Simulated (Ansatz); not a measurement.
Geometry optimisation, RHF/def2-SVP (Ansatz 0.2.0).

Input file:

```yaml
crystal:
  periodic: [false, false, false]
  atoms:
    - { symbol: W, position_ang: [0.0, 0.0, 0.0] }
    - { symbol: Cl, position_ang: [0.0, 0.0, 2.74] }
    - { symbol: H, position_ang: [1.72, 0.0, 0.0] }
    - { symbol: H, position_ang: [0.0, 1.72, 0.0] }
    - { symbol: H, position_ang: [-1.72, 0.0, 0.0] }
    - { symbol: H, position_ang: [0.0, -1.72, 0.0] }
    - { symbol: H, position_ang: [0.0, 0.0, -1.72] }
    - { symbol: H, position_ang: [1.3275, 1.3829, 0.637] }
    - { symbol: H, position_ang: [1.114, 1.1605, 1.6422] }
basis:
  gaussian: { orbitals: def2-SVP }
hamiltonian:
  xc: hf
relax:
  f_tol: 0.15
  max_steps: 25
  restrain:
    - { distance: [0, 7], at: 2.92, k: 30.0 }
    - { distance: [8, 1], at: 2.57, k: 30.0 }
    - { distance: [0, 1], at: 2.39, k: 30.0 }
    - { distance: [8, 7], at: 0.66, k: 30.0 }
```

Command:

```bash
$ ansatz run input.yaml --threads 1 --pin off --max-ram 2048MiB --backend cpu --events-out ev --progress --plain --runs-dir out
```

Task: Where does it end, and by what steps?

Result: The forces met the threshold. The restraints hold the end off the free minimum. After 18 steps the energy has fallen by 6.094 eV (the restraints' own energy left out); H8 moved furthest, 1.24 Å. Parted: W1–H8 (2.02 → 2.91 Å). Joined: H8–H9 (1.05 → 0.72 Å).

```json
{"step": "0", "energy less start (eV)": "0.0000", "largest force component (eV/Å)": "6.355", "accepted": "yes"}
{"step": "1", "energy less start (eV)": "-0.5754", "largest force component (eV/Å)": "8.840", "accepted": "yes"}
{"step": "2", "energy less start (eV)": "-2.1435", "largest force component (eV/Å)": "5.015", "accepted": "yes"}
{"step": "3", "energy less start (eV)": "-3.3233", "largest force component (eV/Å)": "3.074", "accepted": "yes"}
{"step": "4", "energy less start (eV)": "-4.9453", "largest force component (eV/Å)": "1.668", "accepted": "yes"}
{"step": "5", "energy less start (eV)": "-5.6583", "largest force component (eV/Å)": "1.379", "accepted": "yes"}
{"step": "6", "energy less start (eV)": "-5.8600", "largest force component (eV/Å)": "0.388", "accepted": "yes"}
{"step": "7", "energy less start (eV)": "-5.8640", "largest force component (eV/Å)": "1.583", "accepted": "yes"}
{"step": "8", "energy less start (eV)": "-5.9023", "largest force component (eV/Å)": "0.660", "accepted": "no"}
{"step": "9", "energy less start (eV)": "-5.9248", "largest force component (eV/Å)": "1.430", "accepted": "yes"}
{"step": "10", "energy less start (eV)": "-5.9589", "largest force component (eV/Å)": "1.168", "accepted": "yes"}
{"step": "11", "energy less start (eV)": "-5.9973", "largest force component (eV/Å)": "0.517", "accepted": "no"}
{"step": "12", "energy less start (eV)": "-5.9835", "largest force component (eV/Å)": "1.006", "accepted": "yes"}
{"step": "13", "energy less start (eV)": "-6.0085", "largest force component (eV/Å)": "0.895", "accepted": "yes"}
{"step": "14", "energy less start (eV)": "-6.0392", "largest force component (eV/Å)": "0.884", "accepted": "yes"}
{"step": "15", "energy less start (eV)": "-6.0695", "largest force component (eV/Å)": "0.922", "accepted": "yes"}
{"step": "16", "energy less start (eV)": "-6.0828", "largest force component (eV/Å)": "0.927", "accepted": "yes"}
{"step": "17", "energy less start (eV)": "-6.0943", "largest force component (eV/Å)": "1.015", "accepted": "yes"}
{"step": "18", "energy less start (eV)": "-6.0942", "largest force component (eV/Å)": "1.020", "accepted": "yes"}
```

```xyz
9
Properties=species:S:1:pos:R:3
W 0.107 0.146 0.229
Cl -0.199 -0.204 2.559
H 1.432 -0.505 -0.601
H -0.566 1.437 -0.642
H -1.431 -0.270 -0.185
H -0.226 -1.420 -0.154
H -0.192 -0.218 -1.361
H 1.958 1.995 1.514
H 1.559 1.582 1.940
```

The run took 35 s on 1 thread of Arm Neoverse V1, with other jobs on the host, peak memory 0.17 GiB.
